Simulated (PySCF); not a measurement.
Species: C₈H₁₁F₃.
Numbering: `[CH3:1][CH2:2][C@:3]12[CH2:4][C@:5]([C:6]([F:7])([F:8])[F:9])([CH2:10]1)[CH2:11]2`

Definitions: NICS(0) = −σiso at the ring centroid; NICS(1) = −σiso and NICS(1)zz = −σzz at ±1 Å along the ring normal z. Level: GIAO PBE0/pcSseg-1 (PySCF, non-relativistic, gas phase) on the PBE0-D3(BJ)/def2-SVP geometry, one conformer.

Ring bond lengths (Å), with Mayer bond orders in brackets: C3–C4 1.554 (0.91), C4–C5 1.538 (0.92), C5–C10 1.539 (0.92), C10–C3 1.554 (0.91); C3–C4 1.554 (0.91), C4–C5 1.538 (0.92), C5–C11 1.539 (0.92), C11–C3 1.551 (0.93).

Problem. What do the NICS probes read (ppm)?

Solution. 
| ring | type | NICS(0) | NICS(1), two faces | NICS(1)zz, two faces | rms pucker (Å) | centre to ring atoms, mean (Å) |
| --- | --- | --- | --- | --- | --- | --- |
| C3–C4–C5–C10 | 4-membered carbocycle; formal bonds all single | -14.1 | -31.9 / -5.3 | -24.0 / -3.1 | 0.31 | 1.05 |
| C3–C4–C5–C11 | 4-membered carbocycle; formal bonds all single | -13.8 | -4.9 / -32.5 | -3.2 / -24.6 | 0.31 | 1.05 |

Problem. What do they say, and how far can they be read as aromaticity?

Solution. 
- C3–C4–C5–C10: mean NICS(1)zz -13.5 ppm, shielded. C3, C4, C5, C10 have four or more neighbours, and the NICS criterion for π rings isn't applied. The two faces differ by 20.9 ppm, so no symmetry operation interchanges them.
- C3–C4–C5–C11: mean NICS(1)zz -13.9 ppm, shielded. C3, C4, C5, C11 have four or more neighbours; no verdict on aromaticity is drawn. The two faces differ by 21.4 ppm, so no symmetry operation interchanges them.

Problem. At the first NICS(1) probe listed for ring C3–C4–C5–C10, 1 Å off the ring, what do the in-plane components average?

Solution. The isotropic value is a third of the trace: (3 × -31.9 − (-24.0))/2 = -35.8 ppm.

Problem. How shielded are the nuclei of the rings and their hydrogens (means over atoms taken as equivalent)?

Solution. 
| atoms | environment | σ isotropic (ppm) | principal values of the symmetric part, first atom (ppm) |
| --- | --- | --- | --- |
| C3 | sp3 carbon at a ring junction | 145.3 | 131.8, 132.2, 171.8 |
| C4 (×3) | four-membered-ring carbon | 136.1 | 126.1, 131.9, 153.5 |
| C5 | sp3 carbon at a ring junction | 149.6 | 135.9, 136.5, 176.2 |
| H on C4 (×6) | methylene hydrogen | 29.77 | 26.3, 27.8, 34.8 |

Problem. How do the values depend on the level or the medium?

Solution. 
| level | NICS(0), C3–C4–C5–C10 | mean NICS(1)zz, C3–C4–C5–C10 | NICS(0), C3–C4–C5–C11 | mean NICS(1)zz, C3–C4–C5–C11 |
| --- | --- | --- | --- | --- |
| PBE0/pcSseg-1, gas | -14.1 | -13.5 | -13.8 | -13.9 |
| wB97X-D/pcSseg-2, gas | -14.0 | -13.2 | -13.7 | -13.6 |
| PBE0/pcSseg-1, IEF-PCM benzene | -14.0 | -13.5 | -13.7 | -13.9 |
| PBE0/pcSseg-1, IEF-PCM chloroform | -14.0 | -13.5 | -13.7 | -13.8 |

The geometry is the same throughout; the continuum's cavity takes Bondi-type radii × 1.2.

Conformer computed: `[CH3:1][CH2:2][C@:3]12[CH2:4][C@:5]([C:6]([F:7])([F:8])[F:9])([CH2:10]1)[CH2:11]2`: C1–C2–C3–C4 60°, C4–C5–C6–F7 59°.
